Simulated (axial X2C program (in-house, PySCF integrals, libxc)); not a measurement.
## Ω levels of NSmN from open-shell CI on f(δφ)1 s1 f(π)0

Computed with an in-house all-electron X2C program for linear molecules (integrals from PySCF): two-component X2C with atomic mean-field Coulomb and Gaunt terms, basis N dyall-v3z, Sm dyall-v3z (cores contracted in-house). Orbitals come from Hartree–Fock averaged over the configuration Sm f(δφ)1 s1 f(π)0; CI then distributes these electrons over the f(δφ), s, f(π) shells of Sm.

N–Sm–N held linear, both bonds 2.332 Å (near the minimum of the configuration average).

Active spinors (ω > 0):

```
shell    ω  ε (eV)                    character
f(δφ)  5/2    2.78                    100% Sm f
f(δφ)  7/2    4.32                    100% Sm f
f(δφ)  5/2    5.96                    100% Sm f
f(δφ)  3/2    6.73                    100% Sm f
    s  1/2   -3.09           63% Sm s, 31% Sm d
 f(π)  1/2    8.29  62% Sm f, 15% N p, 12% Sm p
 f(π)  3/2    8.69  60% Sm f, 20% Sm p, 19% N p
```

Lowest levels of this model:

| Ω | energy (cm⁻¹) | g∥ | configuration |
| --- | --- | --- | --- |
| 2 | 0 | 2.14 | 100% f(δφ)1 s1 |
| 3 | 158 | 6.12 | 100% f(δφ)1 s1 |
| 4 | 15140 | 9.99 | 100% f(δφ)1 s1 |
| 3 | 15359 | 6.01 | 100% f(δφ)1 s1 |

g∥ is the magnitude of 2⟨Lz + ge Sz⟩ for the +Ω component.

Q: From Ω and g∥ of the lowest level, whose 2⟨Lz + ge Sz⟩ is positive, find ⟨Sz⟩ and ⟨Lz⟩ (ge = 2.0023).

A: Ω = ⟨Lz⟩ + ⟨Sz⟩ = 2 and ⟨Lz⟩ + ge⟨Sz⟩ = 1.070, so ⟨Sz⟩ = -0.93 and ⟨Lz⟩ = 2.93.

Occupations of the active spinors in the lowest level by ω, shell by shell in order of energy: -7/2: 0.00; -5/2: 0.00 0.00; -3/2: 0.00 0.00; -1/2: 1.00 0.00; 1/2: 0.00 0.00; 3/2: 0.00 0.00; 5/2: 1.00 0.00; 7/2: 0.00. The leading determinant has weight 1.00 among 10.

This point took 2.4 s on 1 thread of Arm Neoverse V2, on a shared host.

Dynamic correlation is missing, so gaps between terms are too wide and other configurations may lie lower; the lowest level listed is that of this model, not necessarily the ground state. At most 6 roots were kept for each Ω > 0 (twice that for Ω = 0) within 3.5 eV of the lowest, so higher up levels can be missing between those listed; levels with Ω > 0 are doubly degenerate and listed once, Ω = 0 levels singly. States that fill the shells left empty in the average are placed too high. The molecule was held linear; bending was not examined.
